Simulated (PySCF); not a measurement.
Compound: C4H12O2P2.
Cartesian coordinates in Å at the PBE0-D3(BJ)/def2-SVP level; atoms count from 1:
```xyz
20
C4H12O2P2 angstrom
C      2.8342   -0.4119    0.5903
P      1.9577   -0.4230   -1.0343
C      0.6027    0.8150   -0.6616
P     -0.7296    0.0304    0.2921
C     -1.8940    1.3372    0.7521
O     -0.2572   -0.7971    1.4642
C     -1.6410   -1.1008   -0.8314
O     -2.3980   -1.9365   -0.0087
H      3.1525    0.5936    0.9037
H      2.1289   -0.8180    1.3312
H      3.7142   -1.0692    0.5350
H      2.7926    0.4990   -1.7395
H      0.9810    1.6777   -0.0875
H      0.1868    1.1948   -1.6102
H     -2.7948    0.8449    1.1469
H     -1.4482    1.9527    1.5464
H     -2.1657    1.9693   -0.1057
H     -0.8944   -1.6434   -1.4467
H     -2.3085   -0.5521   -1.5160
H     -1.8240   -2.1412    0.7503
```

All values: PBE0/pcSseg-1 (PySCF, non-relativistic), on one gas-phase PBE0-D3(BJ)/def2-SVP geometry that isn't relaxed in the solvent. The solvent is an IEF-PCM continuum (Bondi radii, 1.10 Å for H, scaled by 1.2). The model holds no explicit solvent molecules, cavitation or dispersion.

| run | E − E(gas) (kcal/mol) | HOMO (eV) | HOMO–LUMO gap (eV) | dipole (D) |
| --- | --- | --- | --- | --- |
| gas | 0.00 | -7.03 | 7.45 | 4.32 |
| P | -9.16 | -6.94 | 7.65 | 5.69 |
| Q | -11.11 | -6.94 | 7.69 | 6.04 |

Task: The runs were made in methanol and tetrahydrofuran. Which run belongs to which solvent?

Result: P = tetrahydrofuran, Q = methanol. The dielectric constants are 7.426 (tetrahydrofuran), 32.61 (methanol), and the energy falls further as ε rises. In this model the ground state sees the solvent through ε alone.

Task: How constant is the ratio of the lowering to (ε − 1)/(2ε + 1)?

Result: 
```json
{"solvent": "tetrahydrofuran", "(ε − 1)/(2ε + 1)": "0.405", "E − E(gas) (kcal/mol)": "-9.16", "ratio (kcal/mol)": "-22.6", "polarisation term (kcal/mol)": "-10.63"}
{"solvent": "methanol", "(ε − 1)/(2ε + 1)": "0.477", "E − E(gas) (kcal/mol)": "-11.11", "ratio (kcal/mol)": "-23.3", "polarisation term (kcal/mol)": "-13.40"}
```

The ratio changes by +3.0 % in size from tetrahydrofuran to methanol. The polarisation term is half the interaction of the solute with the induced surface charges.
